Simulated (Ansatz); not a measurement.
## Cost against result

The pair of SbH3 (SMILES [SbH3], atoms 1–4) and SbH3 (SMILES [SbH3], atoms 5–8), both closed shells, in one local arrangement (a lower one may exist), relaxed at PBE0-D4/def2-TZVP:

```
8
angstrom
Sb -0.1745 -0.1223 -2.6618
H 0.6606 0.8675 -1.5483
H 0.2364 -1.5260 -1.7802
H -1.6282 0.0495 -1.7825
Sb -0.2378 -0.3255 1.7287
H 0.1345 0.0152 3.3631
H -0.4060 1.3365 1.3778
H 1.4149 -0.2946 1.3030
```

Interaction energies are counterpoise-corrected; the time is that of the whole pair.

Program: Ansatz 0.2.0. Basis: as named in each row. Cores are frozen in the correlated methods. Filled d shells of the heavier atoms are correlated. Core potentials replace the inner electrons of the atoms past krypton. The def2 sets are not built for correlating such inner shells, so the correlated values are less sure here. B3LYP uses VWN-RPA correlation. Extrapolation: Hartree–Fock as exp(−7.88 √X), correlation as X^−2.97.

Times are rough, for one single point on 4 threads of a shared host (Arm Neoverse V2).

The estimate by CCSD(T) at an estimated basis limit (MP2 extrapolated from triple and quadruple zeta, plus CCSD(T) − MP2 in triple zeta) is -0.063 eV.

| method | basis | time (s) | interaction energy (eV) | method less estimate |
| --- | --- | --- | --- | --- |
| SPW92 | def2-SVP | under 1 | -0.084 | -0.021 |
| PBE-D4 | def2-SVP | under 1 | -0.076 | -0.012 |
| PBE0-D4 | def2-SVP | under 1 | -0.072 | -0.009 |
| PBE-D4 | def2-TZVPPD | 1 | -0.080 | -0.017 |
| revPBE-D4 | def2-TZVPPD | 1 | -0.071 | -0.008 |
| BLYP-D4 | def2-TZVPPD | 2 | -0.069 | -0.005 |
| PBE0-D4 | def2-TZVPPD | 2 | -0.076 | -0.012 |
| HSE06-D4 | def2-TZVPPD | 2 | -0.076 | -0.013 |
| B3LYP-D4 | def2-TZVPPD | 2 | -0.073 | -0.009 |
| CCSD(T) | def2-SVP | 2 | 0.002 | 0.066 |
| r2SCAN-D4 | def2-TZVPPD | 2 | -0.052 | 0.012 |
| wB97M-V | def2-SVP | 3 | -0.053 | 0.011 |
| B2PLYP | def2-TZVPPD | 4 | -0.004 | 0.059 |
| wB97X-V | def2-TZVPPD | 5 | -0.060 | 0.003 |
| B97M-V | def2-TZVPPD | 6 | -0.060 | 0.003 |
| wB97M-V | def2-TZVPPD | 6 | -0.063 | 0.000 |
| MP2 | def2-QZVPPD | 9 | -0.073 | -0.009 |
| CCSD(T) | def2-TZVPPD | 110 | -0.046 | 0.018 |

T1 diagnostic: at most 0.015.
